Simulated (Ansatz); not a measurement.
Program: Ansatz. Geometries: PBE0-D4/def2-TZVP. ΔE: electronic, gas phase. CBS: MP2 limit from def2 TZ/QZ plus the TZ coupled-cluster correction, frozen cores. This one scheme is used for every species. Functionals use def2-TZVPP. B3LYP here is the variant with VWN-RPA as its local correlation; programs differ in this. Each species was taken in one conformer, which may not be the lowest.

`C=C=C[SiH2][SiH3]` + H₂ → `[SiH3][SiH3]` + `C=C=C`  (hydrogenolysis of the Si–C bond)

(1) Is it downhill or uphill in electronic energy at CCSD(T)/CBS, and by how much? (Estimate.)

(2) What do these levels give: PBE0-D4, B3LYP, HF/def2-TZVPP, CCSD/def2-TZVPP, CCSD(T)/def2-TZVPP, HF/CBS(def2)? (An estimate is asked.)

Largest T1 diagnostic among the species: 0.013.

## Answers

(1) Computed: Downhill: ΔE = -8.3 kJ/mol.

(2) The calculation gave: PBE0-D4 -8.4, B3LYP -21.2, HF/def2-TZVPP -34.1, CCSD/def2-TZVPP -16.8, CCSD(T)/def2-TZVPP -11.0, HF/CBS(def2) -33.8 kJ/mol.

In def2-TZVPP, CCSD(T) changes the Hartree–Fock value by +23.1 kJ/mol (the triples alone add +5.7 kJ/mol) and MP2 by +33.6 kJ/mol. The D4 term adds +11.9 kJ/mol with B3LYP and +6.9 kJ/mol with PBE0; it sums over pairs of atoms, weighted by their polarisabilities, and B3LYP, whose exchange is more repulsive, gets the larger term.
